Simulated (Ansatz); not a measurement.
Mulliken charges of CH₅NSe, SMILES `NC[SeH]` from B3LYP/def2-TZVPP in Ansatz (PBE0-D4/def2-TZVP geometry).

```json
{"atom": "N1", "x (Å)": "-0.392", "y (Å)": "0.385", "z (Å)": "-1.042", "charge (e)": "-0.298"}
{"atom": "C2", "x (Å)": "0.439", "y (Å)": "0.223", "z (Å)": "0.123", "charge (e)": "-0.168"}
{"atom": "Se3", "x (Å)": "0.708", "y (Å)": "-1.664", "z (Å)": "0.582", "charge (e)": "-0.069"}
{"atom": "H4", "x (Å)": "-0.436", "y (Å)": "1.360", "z (Å)": "-1.316", "charge (e)": "0.125"}
{"atom": "H5", "x (Å)": "-1.334", "y (Å)": "0.062", "z (Å)": "-0.869", "charge (e)": "0.129"}
{"atom": "H6", "x (Å)": "0.090", "y (Å)": "0.707", "z (Å)": "1.041", "charge (e)": "0.122"}
{"atom": "H7", "x (Å)": "1.439", "y (Å)": "0.600", "z (Å)": "-0.094", "charge (e)": "0.129"}
{"atom": "H8", "x (Å)": "-0.421", "y (Å)": "-1.730", "z (Å)": "1.520", "charge (e)": "0.030"}
```

Problem. By hand: the dipole of these point charges (1 e Å = 4.8032 D).

Solution. Σ q r = (-0.048, 0.252, 0.134) e Å, of length 0.289 e Å = 1.39 D.

Problem. How does the dipole of the full density compare? (Estimate.)

Solution. Computed: (-0.240, 0.419, 0.130) e Å, 2.40 D; the point charges give 0.58 times that, at 22° from its direction.

Point charges leave out the atoms' own dipoles, such as those of lone pairs, and Mulliken's split depends on the basis, so the two needn't agree.

B3LYP here is the variant with VWN-RPA as its local correlation; programs differ in this.
